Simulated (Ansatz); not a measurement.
CH₈AlBSi (`CB[SiH2][AlH2]`) at its PBE0-D4/def2-TZVP geometry, where that method's forces vanish. Total charge 0; spin multiplicity 1.

```xyz
12

C    -0.0741   -0.2491   -1.9996
B    -0.4016    0.6964   -0.8090
Si    0.7115    0.8152    0.8386
Al   -0.3213   -0.9027    2.2696
H    -0.9575   -0.7471   -2.4111
H     0.7184   -0.9801   -1.8313
H     0.2733    0.4203   -2.8040
H    -1.4093    1.3490   -0.8561
H     2.1369    0.4210    0.6265
H     0.6643    2.1313    1.5375
H    -1.3601   -0.5170    3.4085
H     0.0193   -2.4373    2.0304
```

(1) What forces (eV/Å) does r2SCAN-D4/def2-TZVPP give on these atoms in Ansatz 0.2.0? (An estimate is asked.)

## Answers

(1) Ansatz gave: 
```
C1   0.010 -0.011  0.016
B2  -0.024  0.015  0.034
Si3  0.007  0.023 -0.011
Al4 -0.006 -0.019  0.015
H5   0.018  0.008 -0.012
H6  -0.010  0.011 -0.021
H7  -0.011 -0.023  0.002
H8   0.019 -0.009 -0.002
H9  -0.013 -0.007  0.003
H10 -0.002 -0.016  0.000
H11  0.020 -0.007 -0.027
H12 -0.008  0.035  0.003
```
